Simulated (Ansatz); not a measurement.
C3H7NSi, SMILES `NC1=C[SiH2]C1`. Charge 0, multiplicity 1.

```xyz
12

N    -1.3719    0.7473    1.1986
C    -0.3876    0.3650    0.3366
C     0.4865    1.1146   -0.3867
Si    1.3029   -0.3979   -1.0098
C    -0.0706   -1.0966    0.1028
H    -2.0821    0.0750    1.4281
H    -1.6702    1.7078    1.1889
H     0.5295    2.1947   -0.4363
H     1.2116   -0.7318   -2.4613
H     2.7013   -0.7008   -0.5873
H     0.2309   -1.6287    1.0086
H    -0.8804   -1.6486   -0.3823
```

Task: What are the harmonic wavenumbers in cm⁻¹ at PBE0-D4/def2-TZVP (Ansatz, finite differences of forces, unscaled)? (Best estimate.)

Result: Computed: 131, 354, 389, 439, 495, 506, 558, 637, 675, 772, 784, 827, 854, 921, 984, 1055, 1097, 1115, 1169, 1376, 1436, 1611, 1661, 2186, 2193, 3064, 3114, 3221, 3608, 3725.

Task: Is this a minimum?

Result: Yes, all 30 modes are real.

Task: Give the ideal-gas thermochemistry at 298.15 K and 1 bar (rigid rotor, harmonic oscillator; point group C1, symmetry number 1).

Result: Zero-point energy 245.0 kJ/mol; H(298) − E = 262.9 kJ/mol; entropy 313.6 J/(mol·K), of which translation 164.3, rotation 108.2, vibration 41.1; G(298) − E = 169.4 kJ/mol.

Task: Rotational constants (cm⁻¹)?

Result: 0.3356, 0.1017, 0.0815.
